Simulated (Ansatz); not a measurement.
Calculated with Ansatz (gas phase, PBE0-D4/def2-TZVP geometries, no zero-point term in ΔE). CCSD(T)/CBS adds triple-zeta CCSD(T) − MP2 to the extrapolated MP2 energy (def2 sets, frozen cores). Double bonds are as drawn, so ΔE can hold a change between cis and trans. DFT in def2-TZVPP. B3LYP here is the variant with VWN-RPA as its local correlation; programs differ in this. One conformer a species, not always the lowest.

Reaction (substitution at a C–C bond): `NC/C(F)=N/[SiH3]` + `C#CNC` → `C#CN(C)CN` + `F/C=N/[SiH3]`

`NC/C(F)=N/[SiH3]`:

```xyz
13

N     0.172    0.168    2.342
C     1.143    0.282    1.289
C     0.623    0.106   -0.109
F     1.645    0.237   -0.998
N    -0.543   -0.124   -0.451
Si   -1.261   -0.345   -2.014
H    -0.277   -0.739    2.301
H    -0.567    0.847    2.205
H     1.636    1.259    1.333
H     1.945   -0.450    1.433
H    -0.315   -0.241   -3.156
H    -2.315    0.690   -2.156
H    -1.887   -1.690   -2.017
```

`C#CNC`:

```xyz
9

C     0.367    0.751   -2.038
C     0.328    0.631   -0.841
N     0.322    0.455    0.485
C    -0.281   -0.757    1.013
H     0.414    0.867   -3.093
H     0.114    1.290    1.011
H    -0.103   -0.800    2.088
H     0.199   -1.621    0.552
H    -1.359   -0.817    0.824
```

`C#CN(C)CN`:

Cartesian coordinates in Å:
```
C -0.390 1.651 -1.756
C -0.049 0.749 -1.033
N 0.341 -0.227 -0.209
C 0.430 -1.556 -0.785
C -0.239 -0.177 1.148
N -0.087 1.069 1.819
H -0.658 2.450 -2.404
H -0.557 -2.002 -0.970
H 0.970 -1.506 -1.729
H 0.983 -2.203 -0.100
H -1.309 -0.424 1.104
H 0.263 -0.965 1.715
H -0.587 1.804 1.334
H 0.888 1.338 1.867
```

`F/C=N/[SiH3]`:

Cartesian coordinates in Å:
```
F 0.020 2.719 -0.276
C -0.257 1.440 -0.008
N 0.523 0.536 -0.320
Si 0.277 -1.157 -0.029
H -1.228 1.382 0.495
H 1.396 -1.644 0.811
H -1.017 -1.423 0.665
H 0.287 -1.852 -1.338
```

```json
{"level": "B3LYP-D4", "ΔE (kJ/mol)": "30.3", "difference from CCSD(T)/CBS": "1.8"}
{"level": "ωB97M-V", "ΔE (kJ/mol)": "31.6", "difference from CCSD(T)/CBS": "3.1"}
{"level": "B2PLYP", "ΔE (kJ/mol)": "29.6", "difference from CCSD(T)/CBS": "1.1"}
{"level": "PBE", "ΔE (kJ/mol)": "32.0", "difference from CCSD(T)/CBS": "3.5"}
{"level": "r2SCAN", "ΔE (kJ/mol)": "33.3", "difference from CCSD(T)/CBS": "4.8"}
{"level": "PBE0", "ΔE (kJ/mol)": "33.9", "difference from CCSD(T)/CBS": "5.4"}
{"level": "MP2/def2-TZVPP", "ΔE (kJ/mol)": "23.5", "difference from CCSD(T)/CBS": "-5.0"}
{"level": "SCS-MP2/def2-TZVPP", "ΔE (kJ/mol)": "24.5", "difference from CCSD(T)/CBS": "-4.0"}
{"level": "CCSD/def2-TZVPP", "ΔE (kJ/mol)": "28.4", "difference from CCSD(T)/CBS": "-0.1"}
{"level": "CCSD(T)/def2-TZVPP", "ΔE (kJ/mol)": "26.5", "difference from CCSD(T)/CBS": "-2.0"}
{"level": "HF/def2-QZVPP", "ΔE (kJ/mol)": "34.5", "difference from CCSD(T)/CBS": "6.0"}
{"level": "MP2/def2-QZVPP", "ΔE (kJ/mol)": "24.5", "difference from CCSD(T)/CBS": "-4.0"}
{"level": "SCS-MP2/def2-QZVPP", "ΔE (kJ/mol)": "25.5", "difference from CCSD(T)/CBS": "-3.0"}
{"level": "HF/CBS(def2)", "ΔE (kJ/mol)": "34.4", "difference from CCSD(T)/CBS": "5.9"}
{"level": "MP2/CBS(def2)", "ΔE (kJ/mol)": "25.5", "difference from CCSD(T)/CBS": "-3.0"}
{"level": "CCSD/CBS(def2)", "ΔE (kJ/mol)": "30.4", "difference from CCSD(T)/CBS": "1.9"}
{"level": "CCSD(T)/CBS", "ΔE (kJ/mol)": "28.5", "difference from CCSD(T)/CBS": "0"}
```

Largest T1 diagnostic among the species: 0.014.

In def2-TZVPP, CCSD(T) changes the Hartree–Fock value by −8.6 kJ/mol (the triples alone add −1.9 kJ/mol) and MP2 by −11.5 kJ/mol.
